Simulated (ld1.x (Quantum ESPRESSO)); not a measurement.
u(r) = r·R(r): atom against pseudo-atom (Tl)

Columns: radius, all-electron u(r) and pseudo u(r) of the 5d shell (level -33.19 eV) of thallium in the configuration [Xe] 4f14 5d10 6s1 6p0; PBEsol, scalar-relativistic, PAW scheme, ld1.x (Quantum ESPRESSO) 7.5.

```csv
r (bohr),all-electron,pseudo
0.143,0.2226,0.0114
0.285,-0.4212,0.0825
0.428,-0.3366,0.2409
0.570,0.1195,0.4630
0.713,0.5405,0.6945
0.855,0.8061,0.8713
0.998,0.9308,0.9609
1.140,0.9551,0.9668
1.283,0.9186,0.9201
1.425,0.8501,0.8501
1.568,0.7665,0.7665
1.710,0.6799,0.6799
1.853,0.5951,0.5951
1.995,0.5166,0.5166
2.138,0.4448,0.4448
2.280,0.3812,0.3812
2.423,0.3247,0.3247
2.565,0.2757,0.2757
2.708,0.2331,0.2331
2.850,0.1968,0.1968
2.992,0.1656,0.1656
3.135,0.1389,0.1389
3.278,0.1164,0.1164
3.420,0.0974,0.0974
3.563,0.0813,0.0813
3.705,0.0679,0.0679
```

Task: How many radial nodes do the two functions have?

Result: The all-electron 5d function has n − l − 1 = 2; the pseudo-wave has 0, since the states of the same l below it are removed with the core.

Task: At about which radius was the pseudo-wave matched?

Result: 1.40 bohr, where the columns begin to agree (steps of 0.14 bohr).

Task: Is the pseudo-wave norm-conserving?

Result: No, it belongs to a PAW set: the norm inside the radius is not constrained, and the difference is carried by the augmentation charge.
